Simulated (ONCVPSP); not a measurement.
**Plane-wave convergence, ONCV potential for Be**

ONCVPSP 4.0.1 input, shortened (lines: element, Z, core and valence counts, functional; n l f; lmax; l rc ep ncon nbas qcut; lloc lpopt rc5 dvloc0; l nproj debl; icmod fcfact rcfact), Wu-Cohen, scalar-relativistic:

```
  Be 4.00    0    2  -118130      upf
    1    0    2.00
    2    0    2.00
    2
    0    0.80    0.00    4    8   12.30
    1    0.85    0.28    3    6    8.60
    2    0.65    0.07    4    9   17.60
    4    5    0.50    1.00
    0    2    2.50
    1    2    0.70
    2    1    2.80
    0    0.00    0.00
```

For each optimised wave give the share of its norm inside rc, the residual kinetic energy above qcut (Ha) and the cutoffs (Ha) for errors of 10, 1, 0.1 and 0.01 mHa per electron.

```json
{"wave": "1s", "norm inside rc": "0.919", "residual KE": "3.4e-04", "10 mHa": "56.1", "1 mHa": "68.8", "0.1 mHa": "160.3", "0.01 mHa": "281.5"}
{"wave": "2s", "norm inside rc": "0.021", "residual KE": "6.1e-05", "10 mHa": "37.3", "1 mHa": "56.6", "0.1 mHa": "72.5", "0.01 mHa": "130.6"}
{"wave": "p projector 1", "norm inside rc": "0.095", "residual KE": "1.4e-04", "10 mHa": "14.7", "1 mHa": "26.9", "0.1 mHa": "39.2", "0.01 mHa": "150.0"}
{"wave": "p projector 2", "norm inside rc": "0.071", "residual KE": "1.4e-04", "10 mHa": "14.5", "1 mHa": "27.0", "0.1 mHa": "38.5", "0.01 mHa": "139.6"}
{"wave": "d projector 1", "norm inside rc": "0.000", "residual KE": "8.3e-11", "10 mHa": "0.3", "1 mHa": "0.8", "0.1 mHa": "1.9", "0.01 mHa": "4.9"}
```

The occupied waves need 69 Ha and 160 Ha for 1 and 0.1 mHa. Rows with under 1 % of the norm inside rc give no meaningful cutoff. Its largest configuration-test error is +1366 meV.
